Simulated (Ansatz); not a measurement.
B2ClH6NSi, SMILES `BB(Cl)N[SiH3]` from Hartree–Fock to CCSD(T)

```xyz
11

B     1.874   -0.422    1.514
B     0.671    0.128    0.497
Cl    0.812    1.912    0.319
N    -0.360   -0.505   -0.198
Si   -1.552    0.253   -1.238
H     1.722   -0.453    2.702
H     2.960   -0.712    1.101
H    -0.433   -1.507   -0.094
H    -2.416   -0.853   -1.725
H    -0.907    0.925   -2.391
H    -2.372    1.233   -0.487
```

The species carries charge 0 and has multiplicity 1. Geometry: relaxed with PBE0-D4/def2-TZVP. It is one conformer, not always the lowest. Frozen core, restricted reference, the Gaussian-basis code of Ansatz. CBS rows extrapolate triple and quadruple zeta; past MP2 they add the triple-zeta difference.

```json
{"basis": "def2-TZVPP", "HF (Eh)": "-855.88740", "MP2 corr.": "-0.71806"}
{"basis": "def2-QZVPP", "HF (Eh)": "-855.91437", "MP2 corr.": "-0.77440"}
```

Question: Estimate the CCSD correlation energy and the (T) correction in each basis where they were run (hartree).

Answer: 
```tsv
basis	CCSD corr.	(T)
def2-TZVPP	-0.77960	-0.03099
CBS(def2)	-0.87768	as TZ
```
